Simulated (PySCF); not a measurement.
# What a mistake does to a calculation on Ge2H6NO

These are calculations, not measurements. The program is PySCF 2.14.0, an open-source quantum chemistry code, run on an isolated molecule that a program drew, which may never have been made. The molecule is Ge2H6NO (charge 0, doublet), drawn as the SMILES string `[OH][GeH2][NH][GeH2]`.

Each row is a Hartree-Fock (HF) and frozen-core CCSD(T) single point in the cc-pVDZ basis, meant for a local HF minimum. Run 1 is clean. Each other run has one planted mistake out of seven kinds, and not every kind appears here: one electron removed, one electron added, multiplicity raised by two, geometry at a saddle point, minimal basis STO-3G, one bond length entered in bohr, all coordinates scaled. The reference is restricted for singlets and unrestricted otherwise, and also for a bond in bohr. Adding or removing an electron swaps singlet and doublet. Electrons count all cores. HOMO and LUMO are orbital energies over both spins, the gradient is its largest component, and the lowest frequency (negative if imaginary) is given only where the gradient is small. Bond lengths are over the 9 bonds as drawn. T1 is the CCSD diagnostic: over 0.02 (restricted) or 0.045 (unrestricted) a single reference is doubtful. Germanium has the cc-pVDZ-PP basis, with a core potential (ECP10MDF) in place of its 10 inner electrons, and its 3s, 3p and 3d shells are frozen in CCSD(T).

Geometry of the clean run:
```xyz
10
Ge2H6NO, angstrom
O    -0.7951   -1.6077    1.1624
Ge   -1.4668   -1.4800   -0.4791
N    -0.3926   -0.4259   -1.5191
Ge    0.4327   -0.8198   -3.1174
H     0.1201   -1.8468    1.1969
H    -2.8407   -0.8647   -0.2497
H    -1.5167   -2.8533   -1.1467
H    -0.4070    0.5529   -1.2867
H     0.7954   -2.3157   -3.0903
H     1.6997    0.0511   -3.2355
```

| run | electrons | basis functions | <S^2> | HOMO (eV) | LUMO (eV) | gradient (hartree/bohr) | lowest frequency (cm^-1) | mean bond (Å) | longest bond (Å) | T1 | HF (hartree) | CCSD(T) (hartree) | mistake |
|---|---|---|---|---|---|---|---|---|---|---|---|---|---|
| 1 | 85 | 104 | 0.756 | -8.42 | 1.35 | 3.9e-05 | 43 | 1.5037 | 1.841 | 0.0160 | -719.56605 | -720.16506 | no fault |
| 2 | 86 | 104 | 0.000 | -0.38 | 8.21 | 8.6e-02 | - | 1.5037 | 1.841 | 0.0147 | -719.54645 | -720.17061 | one electron added |
| 3 | 85 | 104 | 3.763 | -3.10 | -0.80 | 1.1e-01 | - | 1.5037 | 1.841 | 0.0192 | -719.35751 | -719.93486 | multiplicity raised by two |
| 4 | 85 | 104 | 0.757 | -8.52 | 1.21 | 2.2e-02 | - | 1.5368 | 1.882 | 0.0171 | -719.56138 | -720.16591 | all coordinates scaled |
| 5 | 85 | 104 | 1.003 | -8.75 | 0.82 | 3.1e-02 | - | 1.6559 | 2.909 | 0.0339 | -719.49071 | -720.08355 | ? |
| 6 | 84 | 104 | 0.000 | -16.28 | -6.59 | 8.5e-02 | - | 1.5037 | 1.841 | 0.0263 | -719.28942 | -719.89839 | ? |

**Which mistake was planted in run 5, and what did it cost?**

The mean bond changes by a factor of 1.101 and the longest by 1.580, so the molecule wasn't scaled as a whole. A length L in bohr read as angstrom grows by (1/0.5292 - 1) L = 0.890 L. The 9 bonds together grew by 9 x 0.1522 = 1.370 Å, which gives L = 1.540 Å. That is the length of one of the Ge-H bonds, 1.540 Å in the clean geometry. So the mistake is: one bond length entered in bohr. Subtracting run 1 and multiplying by 627.51 kcal/mol a hartree, the energy moved by 47.3 kcal/mol in HF and 51.1 kcal/mol in CCSD(T).

**Which mistake was planted in run 6, and what did it cost?**

It counts 84 electrons, one fewer than the clean run, at the same geometry and basis. So the mistake is: one electron removed. Subtracting run 1 and multiplying by 627.51 kcal/mol a hartree, the energy moved by 173.6 kcal/mol in HF and 167.3 kcal/mol in CCSD(T).

Cautions from the logs. Run 6: T1 is over the limit, so its CCSD(T) energy is less reliable.
